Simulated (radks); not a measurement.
Problem. These are the eigenvalues of the occupied orbitals of an atom or ion with whole-number occupations (eV). Method: scalar-relativistic Kohn-Sham, PBE, spin-polarised, spherical densities, finite nucleus; Fermi nuclear charge, rms radius of each element as measured or else 0.836 A^(1/3) + 0.57 fm; computed with a radial shooting solver on a logarithmic mesh with Libxc functionals.

orbital  eigenvalue
1s up     -12573.72
1s down   -12573.42
2s up     -1679.637
2s down   -1677.362
2p up     -1485.705
2p down   -1483.852
3s up     -278.4798
3s down   -274.8476
3p up     -217.4821
3p down   -213.8258
3d up     -117.2052
3d down   -113.3229
4s up      -58.0065
4s down    -53.9552
4p up      -43.5006

Which element is it, and in what charge state? The configuration may be excited. Open shells, if any, are filled with parallel spins first.

Solution. Z = 34, selenium, charge +3: Se3+ in [Ar] 3d8 4s2 4p3. The list shows which subshells hold electrons but not how many an open one holds; the 1s level, -462.08 hartree, gives Z - s = 30.4 by -(Z - s)^2/2, which with screening and relativity narrows Z to a few neighbours, and the depths of the outer levels then fix element, charge and occupations together.
